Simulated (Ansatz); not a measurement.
Start from `CN(C)[Si]O` and change one atom or group to get `CN(C)[Si]N(C)C`.

Ansatz, PBE0-D4/def2-TZVP geometries, multiplicity 1. Each molecule was computed in one conformer, which needn't be the lowest.

```csv
property,`CN(C)[Si]O`
LUMO energy (PBE0/def2-TZVPP) / eV,-0.65
HOMO–LUMO gap (PBE/def2-TZVPP) / eV,4.11
HOMO energy (ωB97M-V/def2-TZVPP) / eV,-8.80
HOMO energy (PBE0/def2-TZVPP) / eV,-6.64
HOMO–LUMO gap (PBE0/def2-TZVPP) / eV,5.99
size of the dipole moment (B3LYP/def2-TZVPP) / D,3.13
```

(1) Give the same properties after the change, and the shifts. (Best estimate.)

## Answers

(1) The calculation gave: 
```json
{"property": "LUMO energy (PBE0/def2-TZVPP) / eV", "`CN(C)[Si]N(C)C`": "-0.56", "shift": "0.09"}
{"property": "HOMO–LUMO gap (PBE/def2-TZVPP) / eV", "`CN(C)[Si]N(C)C`": "3.36", "shift": "-0.75"}
{"property": "HOMO energy (ωB97M-V/def2-TZVPP) / eV", "`CN(C)[Si]N(C)C`": "-7.97", "shift": "0.83"}
{"property": "HOMO energy (PBE0/def2-TZVPP) / eV", "`CN(C)[Si]N(C)C`": "-5.81", "shift": "0.83"}
{"property": "HOMO–LUMO gap (PBE0/def2-TZVPP) / eV", "`CN(C)[Si]N(C)C`": "5.25", "shift": "-0.74"}
{"property": "size of the dipole moment (B3LYP/def2-TZVPP) / D", "`CN(C)[Si]N(C)C`": "1.89", "shift": "-1.24"}
```

With PBE0 the HOMO rises by 0.83 eV and the LUMO rises by 0.09 eV, so the gap narrows by about 0.74 eV. PBE moves the HOMO by 0.86 eV and ωB97M-V by 0.83 eV. Dipoles are sizes alone; their direction can turn.

B3LYP here is the variant with VWN-RPA as its local correlation; programs differ in this.
